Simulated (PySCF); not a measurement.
Precursor series Zn OH-SH. Gas-phase values, no solvent. One relaxed conformer stands for each flexible species; it need not be the lowest.

The LUMO from two functionals at the same geometries (r2SCAN-D4/def2-SVP), both in PySCF: PBE-D3(BJ)/def2-TZVP and TPSSh-D3(BJ)/def2-TZVP. 

```tsv
species	PBE-D3(BJ)/def2-TZVP (eV)
0 of 2 OH replaced by SH	-1.93
1 of 2 OH replaced by SH ([Zn(OH)(SH)])	-1.88
2 of 2 OH replaced by SH ([Zn(SH)2])	-1.81
```

Task: What does TPSSh-D3(BJ)/def2-TZVP give for each?

Result: 
- 0 of 2 OH replaced by SH: -1.39
- 1 of 2 OH replaced by SH ([Zn(OH)(SH)]): -1.36
- 2 of 2 OH replaced by SH ([Zn(SH)2]): -1.31
Over these rows, drawn at random from the members with no instability flagged (it was tested for open shells, ions and some series alone), PBE minus TPSSh-D3(BJ): mean -0.52 eV, from -0.54 eV to -0.50 eV.
